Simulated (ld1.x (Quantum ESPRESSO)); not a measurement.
**What one change does to a pseudopotential (cadmium, TM)**

Cd (Z = 48), norm-conserving Troullier–Martins (Kleinman–Bylander form), made with ld1.x (Quantum ESPRESSO) 7.5 (PBE, scalar-relativistic). Core [Kr], reference 4d9 5s0 5p0 (charge +3). Waves: 5s (bound, empty): rc 1.65 bohr; 4d (bound): rc 1.60 bohr; 5p (bound, empty): rc 2.50 bohr. Local part: the p channel. Core correction: Bessel-smoothed model core, default radius (core density twice the valence density).

All-electron outer shells of the reference configuration (PBE, scalar-relativistic, ld1.x):

```tsv
shell	level (eV)	outermost node (bohr)	outermost maximum (bohr)
4p	-102.27	0.43	0.84
4d	-45.82	0.41	0.97
5s	-32.26	1.05	2.05
5p	-24.21	1.16	2.38
```

Change: wave 5p (bound): rc 2.50 bohr becomes 5p (bound): rc 2.90 bohr.

Cutoffs: the cutoffs (Ry, on a coarse ladder) from which the occupation-weighted sum of valence levels, in a spherical-Bessel basis at the reference potential, stays within 10 and 1 mRy of its value at 400 Ry; they do not see the model core or the augmentation charge, which bear on the density cutoff. Errors are all-electron minus pseudo energies relative to the spin-unpolarised reference configuration.

Task: Predict the effect on cutoff, ghosts and configuration errors.

Result: The potential gets neither clearly harder nor softer (70 Ry and 110 Ry → 70 Ry and 110 Ry); of the 7 tests that both files solve, the error grows in 1 and shrinks in 1 by more than 15 % and 0.3 meV (median size 238.3 → 210.5 meV); neither file shows a bound ghost.

| quantity | base | changed |
| --- | --- | --- |
| cutoff, loose | 70 Ry | 70 Ry |
| cutoff, tight | 110 Ry | 110 Ry |
| bound ghosts | none | none |
| error for 4d10 5s2 5p0, meV [ΔE -64.41 eV] | -238 | -187 |
| error for 4d10 5s1 5p0, meV [ΔE -55.14 eV] | -286 | -268 |
| error for 4d10 5s0 5p0, meV [ΔE -38.01 eV] | -304 | -310 |
| error for 4d10 5s1 5p1, meV [ΔE -59.74 eV] | -230 | -210 |
| error for 4d10 5s0 5p1, meV [ΔE -49.36 eV] | -241 | -251 |
| error for 4d10 5s0 5p2, meV [ΔE -54.74 eV] | -202 | -211 |
| error for 4d9 5s2 5p0, meV [ΔE -46.43 eV] | -5.8 | +13 |
